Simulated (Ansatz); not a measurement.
Reaction (redistribution): `[OH][GeH2][SiH](O)O` + `N=C(O)C[SiH2]Cl` → `O[SiH](O)C[SiH2]Cl` + `N=[C](O)[GeH2][OH]`

Program: Ansatz. Geometries: PBE0-D4/def2-TZVP. ΔE: electronic, gas phase. CBS: MP2 limit from def2 TZ/QZ plus the TZ coupled-cluster correction, frozen cores. Functionals use def2-TZVPP. For Ge outer-core shells are correlated without core-valence functions, which leaves a few kJ/mol of doubt a bond. Scalar relativity is left out up to krypton. One conformer a species, not always the lowest.

`[OH][GeH2][SiH](O)O`:

```xyz
11

O    -1.907    0.484   -0.384
Ge   -0.980   -0.555    0.771
Si    1.127   -0.215   -0.291
O     1.993    0.746    0.721
O     0.707    0.487   -1.711
H    -2.832    0.600   -0.160
H    -1.166    0.006    2.196
H    -1.577   -1.980    0.732
H     1.923   -1.420   -0.632
H     2.889    0.977    0.468
H    -0.178    0.871   -1.711
```

`N=C(O)C[SiH2]Cl`:

Cartesian coordinates in Å:
```
N -0.939 2.023 -0.086
C -0.416 0.965 -0.534
O 0.493 1.044 -1.527
C -0.616 -0.448 -0.099
Si 0.938 -1.161 0.686
Cl 0.431 -2.957 1.555
H -1.602 1.829 0.656
H 0.578 1.983 -1.739
H -1.436 -0.517 0.616
H -0.858 -1.073 -0.964
H 1.991 -1.425 -0.317
H 1.436 -0.262 1.753
```

`O[SiH](O)C[SiH2]Cl`:

Z-matrix (Å, degrees):
```
Si
O 1 1.637
C 1 1.862 2 112.1
O 1 1.645 2 113.4 3 117.1
H 1 1.482 2 104.2 3 -122.1
H 2 0.962 1 116.0 3 -48.7
Si 3 1.856 1 115.5 2 71.2
H 3 1.097 1 108.7 2 -168.8
H 3 1.095 1 108.9 2 -52.1
H 4 0.958 1 117.9 2 57.9
Cl 7 2.079 3 109.5 1 -50.6
H 7 1.483 3 112.1 1 -167.5
H 7 1.479 3 112.3 1 68.1
```

`N=[C](O)[GeH2][OH]`:

Cartesian coordinates in Å:
```
N 1.360 -0.362 -1.365
C 0.229 -0.080 -0.879
O -0.707 0.503 -1.644
Ge -0.380 -0.420 0.976
O -1.051 1.052 1.710
H 1.975 -0.789 -0.679
H -0.316 0.620 -2.525
H -1.522 -1.436 1.030
H 0.875 -0.894 1.737
H -0.462 1.807 1.640
```

```tsv
species	PBE energy (Eh)
`[OH][GeH2][SiH](O)O`	-2595.30576
`N=C(O)C[SiH2]Cl`	-959.07304
`O[SiH](O)C[SiH2]Cl`	-1231.53409
`N=[C](O)[GeH2][OH]`	-2322.84790
```

Question: Work out ΔE.

Answer: ΔE = (-1231.53409) + (-2322.84790) − (-2595.30576) − (-959.07304) = -0.00319 Eh = -8.4 kJ/mol. CCSD(T)/CBS gives -20.6 kJ/mol.

Largest T1 diagnostic among the species: 0.013.

The D4 term adds −5.1 kJ/mol with B3LYP and −2.9 kJ/mol with PBE0; it sums over pairs of atoms, weighted by their polarisabilities, and B3LYP, whose exchange is more repulsive, gets the larger term. In def2-TZVPP, CCSD(T) changes the Hartree–Fock value by −7.8 kJ/mol (the triples alone add −1.8 kJ/mol) and MP2 by −11.7 kJ/mol.

B3LYP here is the variant with VWN-RPA as its local correlation; programs differ in this.
